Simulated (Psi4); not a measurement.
gold atom (Au), doublet (core potentials on Au). Base run: M06-2X/def2-TZVP in Psi4.

Psi4 was given this input:
```
memory 2 GB

molecule mol {
0 2
  Au    0.000000    0.000000    0.000000
}

set basis def2-tzvp
set reference uks

energy('m06-2x')
print_variables()
```

The base run was repeated with changes; each row names its change, and settings that it needs were set with it.

| change | E (Eh) | <S^2> |
|---|---|---|
| base | -135.60131 | 0.751 |
| functional = hf (with energy('scf')) | -134.78981 | 0.753 |
| functional = bhhlyp | -135.57648 | 0.751 |
| functional = bp86 | -135.84965 | 0.751 |
| functional = b97m-v | -135.69269 | 0.751 |
| functional = scan | -135.73975 | 0.754 |
| functional = pw6b95 | -135.76549 | 0.751 |
| functional = blyp | -135.69559 | 0.751 |
| functional = pbe0 | -135.70230 | 0.751 |
| functional = tpssh | -135.66377 | 0.752 |
| functional = wb97x | -135.72261 | 0.750 |
| functional = mn15 | -135.47977 | 0.751 |
| functional = hse06 | -135.70052 | 0.751 |

Absolute energies of different levels of theory aren't comparable as measures of quality.

Open shells are given as the SCF converged; they aren't shown to be the lowest states, and a large step between rows can be another state.
